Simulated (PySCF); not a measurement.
## Structure elucidation problem

Molecular formula: C4H10Cl2Si2. Simulated spectra:

$^{1}$H NMR (300 MHz, computed): δ 6.61 (t, 1H), 4.47 (q, 2H), 3.64 (t, 2H), 3.59 (t, 3H), 2.57 (m, 2H).

$^{13}$C{$^{1}$H} NMR (computed): δ 147.2 (CH), 146.0 (C), 51.7 (CH2), 38.1 (CH2).

A single conformation, gas phase, non-relativistic, one averaged value for each set of equivalent atoms. GFN2-xTB structure; σ from GIAO-PBE0/pcSseg-1; PySCF.

Scale: $^{1}$H (σref 31.72) and $^{13}$C (σref 186.93) against TMS (reference shieldings calculated alike).

Q: What is the structure?

A: 
- The formula gives 1 degree of unsaturation (no ring in the answer).
- 4 carbon signals for 4 carbons: no two carbons are equivalent.
- Carbon types of the structure: 1 × C, 1 × CH, 2 × CH2, leaving 5 H on heteroatoms.
- δC 147.2: alkene CH; an sp2 carbon of a C=C bond.
- δC 146.0: fully substituted alkene carbon; as expected for a trigonal carbon in a double bond.
- δC 51.7: sp3 CH2 bonded to Cl; deshielded by the electronegative neighbour.
- δC 38.1: allylic sp3 CH2; a saturated carbon with 2 carbon neighbours and no heteroatom attached.
- δH 6.61: hydrogen on an alkene CH; olefinic region.
- δH 3.64: hydrogen on an sp3 CH2 bonded to Cl; its carbon carries Cl, which withdraws density.
- δH 2.57: hydrogen on an allylic sp3 CH2; allylic position.

These data were computed for `[SiH3][SiH2]/C(Cl)=C\CCCl`.

The shifts were computed for this structure.

Carbons that carry Cl, above all several Cl atoms, come out too deshielded, partly because spin–orbit coupling is missing. Shifts are as computed. Against solution values, carbons near 30 ppm lie about +3 ppm off and those near 130 ppm about +5 ppm; carbons on Cl a further +6 ppm. Of 1309 compounds with measured shifts, 239 miss one by over three times the rms of a fit or turn the order of signals round; such compounds aren't used in these exercises. No couplings were computed; multiplicities are counted from neighbouring protons, with m where these are inequivalent, close in shift, in a saturated or five-membered ring or joined by F or P, and br s for small geminal =CH2 splittings.
